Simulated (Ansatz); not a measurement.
Ga(NH3)F3 (GaNF3H3), relaxed as a singlet with RKS PBE-D4/def2-SVP in Ansatz, starting from the GFN2-xTB geometry. Force threshold 0.02 eV/Å.

Start:

```xyz
8

Ga   -0.534    0.821    0.478
N     0.498   -0.767   -0.447
H     1.308   -1.030    0.114
H     0.818   -0.488   -1.374
H    -0.114   -1.577   -0.540
F    -1.769    1.059   -0.716
F     0.762    1.970    0.538
F    -0.970    0.012    1.948
```

**Question.** Estimate the energy that the relaxation releases and the steps that it takes.

**Answer.** 0.12 eV, in 16 steps; 15 s on 4 threads of Arm Neoverse V2 on a shared host. The force fell under the threshold at step 11, but the optimiser went on and released 0.006 eV more. No frequencies were taken in this run, so the end may be a saddle point.

**Question.** Does the start keep its bonding?

**Answer.** By distances, no bond broke or formed. The bond that changes most is Ga1–F8, from 1.73 to 1.77 Å (atoms count from 1).

**Question.** Predict the relaxed structure.

**Answer.** 
```
atom    x (Å)    y (Å)    z (Å)
 Ga1  -0.5185   0.7975   0.4650
  N2   0.4988  -0.7669  -0.4472
  H3   1.5134  -0.5935  -0.4228
  H4   0.2024  -0.8590  -1.4290
  H5   0.3025  -1.6514   0.0419
  F6  -1.5266   1.3331  -0.8915
  F7   0.8525   1.8291   0.9117
  F8  -1.3244  -0.0890   1.7720
```
Bond lengths: 3 × F–Ga 1.77 Å; 1 × Ga–N 2.08 Å; 3 × H–N 1.03 Å.
